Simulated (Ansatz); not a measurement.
Reaction (substitution at a C–Cl bond): `FC1(Cl)O[SiH2]1` + H₂Se → `FC1([SeH])O[SiH2]1` + HCl

Calculated with Ansatz (gas phase, PBE0-D4/def2-TZVP geometries, no zero-point term in ΔE). CCSD(T)/CBS is the MP2 limit (def2-TZVPP, def2-QZVPP) plus CCSD(T) − MP2 in def2-TZVPP, frozen cores. This one scheme is used for every species. DFT in def2-TZVPP. B3LYP here is the variant with VWN-RPA as its local correlation; programs differ in this. For Se outer-core shells are correlated without core-valence functions, which leaves a few kJ/mol of doubt a bond. Scalar relativity is left out up to krypton. Each species was taken in one conformer, which may not be the lowest.

`FC1(Cl)O[SiH2]1`:

```xyz
7

F     0.612   -1.302    1.358
C     0.097   -0.815    0.216
Cl   -0.025   -2.122   -0.955
O    -1.096   -0.122    0.423
Si    0.050    0.955   -0.200
H     0.537    1.984    0.739
H    -0.176    1.422   -1.581
```

H₂Se:

Z-matrix (Å, degrees):
```
Se
H 1 1.467
H 1 1.467 2 91.2
```

`FC1([SeH])O[SiH2]1`:

```xyz
8

F    -0.522   -1.783   -0.132
C     0.030   -0.589    0.194
Se    1.906   -0.773    0.669
O    -0.693    0.069    1.209
Si   -0.800    0.980   -0.207
H     2.299   -1.178   -0.687
H    -0.085    2.271   -0.211
H    -2.136    1.002   -0.836
```

HCl:

Cartesian coordinates in Å:
```
Cl 0.513 0.320 -0.207
H -0.513 -0.320 0.207
```

| level | ΔE (kJ/mol) | difference from CCSD(T)/CBS |
| --- | --- | --- |
| PBE0-D4 | -8.7 | 4.4 |
| B3LYP-D4 | -10.4 | 2.7 |
| ωB97X-V | -7.0 | 6.1 |
| r2SCAN | -7.3 | 5.8 |
| PBE0 | -6.6 | 6.5 |
| MP2/def2-TZVPP | -16.2 | -3.1 |
| CCSD/def2-TZVPP | -12.9 | 0.2 |
| CCSD(T)/def2-TZVPP | -13.9 | -0.8 |
| HF/def2-QZVPP | -2.1 | 11.0 |
| MP2/def2-QZVPP | -15.7 | -2.6 |
| CCSD(T)/CBS | -13.1 | 0 |

Largest T1 diagnostic among the species: 0.014.

The D4 term adds −3.8 kJ/mol with B3LYP and −2.1 kJ/mol with PBE0; it sums over pairs of atoms, weighted by their polarisabilities, and B3LYP, whose exchange is more repulsive, gets the larger term. In def2-TZVPP, CCSD(T) changes the Hartree–Fock value by −11.6 kJ/mol (the triples alone add −0.9 kJ/mol) and MP2 by −13.9 kJ/mol.
